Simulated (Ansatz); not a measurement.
Ansatz results at the PBE0-D4/def2-TZVP geometry: LUMO energy (PBE0/def2-TZVPP) 0.96 eV; LUMO energy (PBE/def2-TZVPP) 0.13 eV; LUMO energy (B3LYP/def2-TZVPP) 0.62 eV.

Each molecule was computed in one conformer, which needn't be the lowest.

Question: Which molecule gave them?
A. `CCSCN`
B. `CNCSC`
C. `ClB1O[SiH2]1`
D. `CO/C=C(\O)Cl`

Answer: A. The others give `ClB1O[SiH2]1`: -1.10, -1.94, -1.32; `CO/C=C(\O)Cl`: 0.53, -0.48, 0.19; `CNCSC`: 0.72, -0.22, 0.43.

B3LYP here is the variant with VWN-RPA as its local correlation; programs differ in this.
